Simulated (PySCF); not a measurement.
C6H5PS.
SMILES with atom numbers: `[CH:1]#[C:2][c:3]1[p:4][cH:5][c:6]([CH3:7])[s:8]1`

Geometry (GFN2-xTB, Å), atoms numbered from 1 in this order:
```
atom  x, y, z in Å
C1     3.994    0.030    0.060
C2     2.803   -0.132    0.134
C3     1.421   -0.311    0.212
P4     0.652   -1.643    0.990
C5    -0.962   -1.047    0.603
C6    -1.086    0.112   -0.089
C7    -2.363    0.760   -0.501
S8     0.398    0.890   -0.523
H9     5.033    0.159    0.004
H10   -1.833   -1.602    0.915
H11   -2.439    1.761   -0.075
H12   -2.412    0.856   -1.585
H13   -3.211    0.170   -0.162
```

Definitions: NICS(0) = −σiso at the ring centroid; NICS(1) = −σiso and NICS(1)zz = −σzz at ±1 Å along the ring normal z. Level: GIAO PBE0/pcSseg-1 (PySCF, non-relativistic, gas phase) on the GFN2-xTB geometry, one conformer.

Ring bond lengths (Å), with Mayer bond orders in brackets: C3–P4 1.724 (1.39), P4–C5 1.763 (1.14), C5–C6 1.356 (1.60), C6–S8 1.731 (1.15), S8–C3 1.741 (1.14).

What do the NICS probes read (ppm)?

```tsv
ring	type	NICS(0)	NICS(1), two faces	NICS(1)zz, two faces	rms pucker (Å)	centre to ring atoms, mean (Å)
C3–P4–C5–C6–S8	5-membered ring with P and S; formal bonds all aromatic	-10.4	-10.3 / -10.3	-21.4 / -21.4	0.00	1.41
```

What do they say, and how far can they be read as aromaticity?

- C3–P4–C5–C6–S8: mean NICS(1)zz -21.4 ppm, shielded.

How equal are the bonds by HOMA? Use HOMA with the parameters of Krygowski (1993).

- C3–P4–C5–C6–S8: HOMA 0.70; the largest term is that of P4–C5, α(R − Ropt)² = 0.51.

What is the mean of the two in-plane components of NICS at the second NICS(1) probe listed for ring C3–P4–C5–C6–S8, 1 Å off the ring?

The isotropic value is a third of the trace: (3 × -10.3 − (-21.4))/2 = -4.8 ppm.

How shielded are the nuclei of the rings and their hydrogens (means over atoms taken as equivalent)?

```json
{"atoms": "C3", "environment": "substituted aromatic carbon", "σ isotropic (ppm)": "16.8", "principal values of the symmetric part, first atom (ppm)": "-127.0, 48.6, 128.9"}
{"atoms": "P4", "environment": "phosphorus bonded to 2 C", "σ isotropic (ppm)": "38.3", "principal values of the symmetric part, first atom (ppm)": "-303.7, 81.6, 337.1"}
{"atoms": "C5", "environment": "aromatic CH carbon", "σ isotropic (ppm)": "37.3", "principal values of the symmetric part, first atom (ppm)": "-55.5, 41.8, 125.7"}
{"atoms": "C6", "environment": "substituted aromatic carbon", "σ isotropic (ppm)": "22.8", "principal values of the symmetric part, first atom (ppm)": "-58.3, 13.0, 113.8"}
{"atoms": "S8", "environment": "thiophene-type sulfur", "σ isotropic (ppm)": "127.9", "principal values of the symmetric part, first atom (ppm)": "-38.5, 151.7, 270.5"}
{"atoms": "H10", "environment": "aromatic hydrogen", "σ isotropic (ppm)": "24.07", "principal values of the symmetric part, first atom (ppm)": "21.9, 23.7, 26.5"}
```
